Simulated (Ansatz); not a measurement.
Relaxation of AlH$_{5}$O$_{3}$Si (10 atoms, charge 0, multiplicity 1), to a largest force component of 0.02 eV/Å in at most 40 steps.

These are results of RKS PBE-D4/STO-3G (Ansatz), not measurements.

```xyz
10
Properties=species:S:1:pos:R:3:forces:R:3
Al 0.000 0.000 0.000 0.09 -1.32 0.05
O 0.000 0.000 1.780 1.80 0.40 -1.63
H -0.909 -0.281 2.117 -1.27 -0.15 -0.16
O 1.542 0.000 -0.890 -1.69 1.16 1.02
Si 2.387 -1.376 -1.352 -0.64 0.15 0.34
H 1.460 -2.351 -1.918 0.15 -0.38 -0.12
H 3.388 -1.020 -2.353 -0.01 0.04 0.04
H 3.050 -1.955 -0.187 0.19 -0.31 -0.02
O -1.542 0.000 -0.890 1.64 1.37 -0.19
H -2.051 -0.847 -0.681 -0.26 -0.95 0.68
```

Problem. Where does it end, and by what steps?

Solution. The forces met the threshold. Limits of this set-up: minimal basis. After 21 steps the energy has fallen by 0.758 eV; H10 moved furthest, 1.52 Å.

```csv
step,energy less start (eV),largest force component (eV/Å),accepted
0,0.0000,1.802,yes
1,-0.4004,0.955,yes
2,-0.4678,1.332,yes
3,-0.5899,0.435,yes
4,-0.6223,0.130,yes
5,-0.6250,0.036,yes
6,-0.6313,0.167,yes
7,-0.6366,0.065,yes
8,-0.6442,0.456,yes
9,-0.6643,0.294,yes
10,-0.6880,0.263,yes
11,-0.7270,0.086,yes
12,-0.7245,0.244,no
13,-0.7366,0.059,yes
14,-0.7426,0.088,yes
15,-0.7437,0.324,yes
16,-0.7508,0.069,yes
17,-0.7528,0.039,yes
18,-0.7554,0.047,yes
19,-0.7562,0.122,yes
20,-0.7574,0.064,yes
21,-0.7577,0.005,yes
```

```xyz
10
Properties=species:S:1:pos:R:3
Al -0.190 -0.345 -0.354
O 0.084 -1.243 1.099
H -0.779 -1.085 1.649
O 1.018 -0.333 -1.564
Si 2.415 -1.254 -1.208
H 2.139 -2.685 -1.053
H 3.324 -1.094 -2.336
H 3.114 -0.810 0.000
O -1.603 0.576 -0.724
H -2.196 0.444 0.115
```

Whether the end is a true minimum wasn't checked by a vibrational analysis.

The run took 51 s on 1 thread of AMD EPYC 7R43 64-Core Processor (Zen 3), on a shared host, peak memory 0.14 GiB.
